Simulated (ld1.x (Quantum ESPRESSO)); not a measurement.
**An all-electron radial function and its pseudo partner (iodine (I))**

Columns: radius, all-electron u(r) and pseudo u(r) of the 4d shell (level -59.75 eV) of iodine in the configuration [Kr] 4d10 5s2 5p4; PBEsol, scalar-relativistic, PAW scheme, ld1.x (Quantum ESPRESSO) 7.5.

```
r (bohr)  all-electron   pseudo
   0.110        0.4356  -0.0199
   0.220        0.5815  -0.1415
   0.330        0.1238  -0.3920
   0.440       -0.4402  -0.7062
   0.550       -0.8559  -0.9761
   0.660       -1.0780  -1.1268
   0.770       -1.1445  -1.1564
   0.880       -1.1101  -1.1102
   0.990       -1.0199  -1.0199
   1.100       -0.9048  -0.9048
   1.210       -0.7839  -0.7839
   1.320       -0.6680  -0.6680
   1.430       -0.5626  -0.5626
   1.540       -0.4697  -0.4697
   1.650       -0.3896  -0.3896
   1.760       -0.3214  -0.3214
   1.870       -0.2641  -0.2641
   1.980       -0.2163  -0.2163
   2.090       -0.1766  -0.1766
   2.200       -0.1439  -0.1439
   2.310       -0.1170  -0.1170
   2.420       -0.0949  -0.0949
   2.530       -0.0769  -0.0769
   2.640       -0.0623  -0.0623
   2.750       -0.0503  -0.0503
   2.860       -0.0406  -0.0406
```

How many radial nodes do the two functions have?

The all-electron 4d function has n − l − 1 = 1; the pseudo-wave has 0, since the states of the same l below it are removed with the core.

At about which radius was the pseudo-wave matched?

0.90 bohr, where the columns begin to agree (steps of 0.11 bohr).

Where does each function peak?

Outermost all-electron maximum near 0.77 bohr, pseudo maximum near 0.77 bohr (to the table’s step).

Is the pseudo-wave norm-conserving?

No, it belongs to a PAW set: the norm inside the radius is not constrained, and the difference is carried by the augmentation charge.
